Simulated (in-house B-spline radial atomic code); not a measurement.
Inner levels of neodymium as electrons are removed. A shift is the extra binding of the orbital against the neutral atom ([Xe] 4f5/2(4) 6s2). The density at the nucleus is averaged over the nuclear charge. Computed with a radial B-spline atomic code at the basis-set limit: Dirac-Hartree-Fock, jj configuration that fills j = l - 1/2 first, finite nuclei.

A number in brackets counts the electrons of a j subshell.

```tsv
ion	configuration	shift of 2s1/2 (eV)	shift of 2p1/2 (eV)	shift of 1s1/2 (eV)	radius of 2s1/2 (bohr)	radius of 2p1/2 (bohr)	radius of 1s1/2 (bohr)	Σ<r²> (bohr²)	change of density at nucleus (bohr⁻³)
Nd39+	[Ar] 3d3/2(3)	2039.66	2063.54	2102.09	0.099578	0.083649	0.023623	0.80125	-452
Nd40+	[Ar] 3d3/2(2)	2170.21	2193.08	2238.24	0.099477	0.083523	0.023624	0.73685	-196.02
Nd41+	[Ar] 3d3/2(1)	2302.79	2324.66	2376.82	0.099373	0.083394	0.023624	0.67481	66.367
Nd42+	[Ne] 3s2 3p6	2437.39	2458.25	2517.81	0.099265	0.08326	0.023624	0.61502	335.18
Nd43+	[Ne] 3s2 3p1/2(2) 3p3/2(3)	2560.85	2586.34	2660.32	0.099156	0.083154	0.023621	0.54159	631.74
Nd44+	[Ne] 3s2 3p1/2(2) 3p3/2(2)	2685.65	2715.9	2804.7	0.099044	0.083045	0.023619	0.46992	933.69
Nd45+	[Ne] 3s2 3p1/2(2) 3p3/2(1)	2811.79	2846.94	2950.95	0.09893	0.082934	0.023615	0.39999	1241.03
Nd46+	[Ne] 3s2 3p1/2(2)	?	?	?	?	?	?	?	?
Nd47+	[Ne] 3s2 3p1/2(1)	3072.17	3111.58	3257.31	0.098678	0.082821	0.023608	0.26949	1648.63
Nd48+	[Ne] 3s2	?	?	?	?	?	?	?	?
Nd49+	[Ne] 3s1	?	?	?	?	?	?	?	?
Nd50+	[He] 2s2 2p6	3456.11	3509.26	3715.11	0.098467	0.082538	0.023601	0.079132	-10593.3
Nd51+	[He] 2s2 2p1/2(2) 2p3/2(3)	3688.52	3780.13	4068.52	0.097956	0.081946	0.023586	0.068691	-9757.87
Nd52+	[He] 2s2 2p1/2(2) 2p3/2(2)	3923.25	4054.05	4426.35	0.09745	0.081362	0.023571	0.058567	-8908.43
```

Fill in the row of Nd46+.

shift of 2s1/2 (eV): 2939.26; shift of 2p1/2 (eV): 2979.43; shift of 1s1/2 (eV): 3099.07; radius of 2s1/2 (bohr): 0.098813; radius of 2p1/2 (bohr): 0.082821; radius of 1s1/2 (bohr): 0.023612; Σ<r²> (bohr²): 0.33172; change of density at nucleus (bohr⁻³): 1553.8.

Fill in the row of Nd48+.

shift of 2s1/2 (eV): 3206.5; shift of 2p1/2 (eV): 3245.2; shift of 1s1/2 (eV): 3417.65; radius of 2s1/2 (bohr): 0.098541; radius of 2p1/2 (bohr): 0.082731; radius of 1s1/2 (bohr): 0.023604; Σ<r²> (bohr²): 0.2088; change of density at nucleus (bohr⁻³): 1741.62.

Fill in the row of Nd49+.

shift of 2s1/2 (eV): 3330.78; shift of 2p1/2 (eV): 3376.64; shift of 1s1/2 (eV): 3565.6; radius of 2s1/2 (bohr): 0.098539; radius of 2p1/2 (bohr): 0.082635; radius of 1s1/2 (bohr): 0.023603; Σ<r²> (bohr²): 0.14332; change of density at nucleus (bohr⁻³): -4350.15.
